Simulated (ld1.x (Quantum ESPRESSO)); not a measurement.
What one change does to a pseudopotential (iron (Fe), TM)

ld1.x (Quantum ESPRESSO) 7.5 input, shortened:

```
&input
   title='Fe', zed=26., rel=2, dft='PW91', iswitch=3,
   config='[Ar] 3d6 4s1.75 4p0.25', rel_dist='average'
 /
 &inputp
   pseudotype=2, tm=.true., lloc=2,
   nlcc=.false.
 /
3
4S  1  0   1.75   0.00  2.05  2.05  0.0
4P  2  1   0.25   0.00  2.90  2.90  0.0
3D  3  2   6.00   0.00  1.15  1.15  0.0
 &test
   configts(1)='3d6 4s1.75 4p0.25'
 /
```

Open shells are filled in proportion to 2j + 1 (rel_dist='average').

Change: all radii scaled by about 1.16 (s 2.38, p 3.38, d 1.34 bohr).

Cutoffs: the cutoffs (Ry, on a coarse ladder) from which the occupation-weighted sum of valence levels, in a spherical-Bessel basis at the reference potential, stays within 10 and 1 mRy of its value at 400 Ry; they do not see the model core or the augmentation charge, which bear on the density cutoff. Errors are all-electron minus pseudo energies relative to the spin-unpolarised reference configuration.

Question: How do hardness, ghosts and transferability respond?

Answer: The potential gets softer (160 Ry and 230 Ry → 140 Ry and 200 Ry); both files keep a bound ghost (p, s); of the 7 tests that both files solve, the error grows in 0 and shrinks in 1 by more than 15 % and 0.3 meV (median size 46.0 → 48.4 meV). A larger radius leaves more room for a smooth pseudo-wave, so fewer plane waves are needed.

| quantity | base | changed |
| --- | --- | --- |
| cutoff, loose | 160 Ry | 140 Ry |
| cutoff, tight | 230 Ry | 200 Ry |
| loose cutoff by channel (10 mRy a level) | s 8 Ry, p 6 Ry, d 140 Ry | s 8 Ry, p 6 Ry, d 110 Ry |
| bound ghosts | s, p3/2, p1/2 | s, p3/2, p1/2 |
| largest miss of a reference level, eV | 0.09 | 0.09 |
| error for 3d6 4s2 4p0, meV [ΔE -1.00 eV] | +0.1 | +0.2 |
| error for 3d6 4s1 4p0, meV [ΔE 7.79 eV] | +1.2 | +1.3 |
| error for 3d6 4s0 4p0, meV [ΔE 24.04 eV] | +46 | +48 |
| error for 3d7 4s0 4p0, meV [ΔE 5.66 eV] | -174 | -170 |
| error for 3d5 4s0 4p0, meV [ΔE 58.37 eV] | +142 | +108 |
| error for 3d5 4s2 4p1, meV [ΔE 7.78 eV] | -180 | -176 |
| error for 3d6.5 4s1.5 4p0, meV [ΔE -1.74 eV] | -26 | -27 |

 A true bound ghost makes a file unfit for plane-wave use even where its test errors are small: the radial tests pick states by their node count and pass the ghost by.
